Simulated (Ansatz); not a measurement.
`O/C=C/[SiH3]`. The species carries charge 0 and has multiplicity 1. Geometry: relaxed with PBE0-D4/def2-TZVP. It is one conformer, not always the lowest.

```xyz
10

O     0.879   -0.432    2.294
C     0.160   -0.422    1.157
C     0.413    0.276    0.048
Si   -0.683    0.172   -1.431
H     1.634    0.159    2.198
H    -0.697   -1.082    1.247
H     1.293    0.919    0.030
H    -1.257    1.499   -1.785
H    -1.795   -0.770   -1.130
H     0.053   -0.319   -2.629
```

(1) What is the dipole moment at B3LYP/def2-TZVPP? (Estimate.)

(2) And with PBE, r2SCAN, ωB97M-V? (Estimate.)

(3) Give the Mulliken charges with B3LYP, ωB97M-V, PBE in def2-TZVPP. (Estimate.)

Results:

(1) Ansatz gave: 1.38 D, with components (1.14, 0.58, 0.52) D in this frame, pointing from negative to positive charge.

(2) Ansatz gave: PBE 1.48 D, r2SCAN 1.48 D, ωB97M-V 1.38 D.

(3) Ansatz gave: 
```
atom  B3LYP  ωB97M-V    PBE
  O1  -0.28    -0.27  -0.23
  C2   0.10     0.12   0.07
  C3  -0.25    -0.29  -0.19
 Si4   0.30     0.20   0.21
  H5   0.20     0.19   0.20
  H6   0.11     0.10   0.09
  H7   0.05     0.06   0.04
  H8  -0.08    -0.04  -0.06
  H9  -0.08    -0.04  -0.06
 H10  -0.08    -0.04  -0.06
```

B3LYP here is the variant with VWN-RPA as its local correlation; programs differ in this.
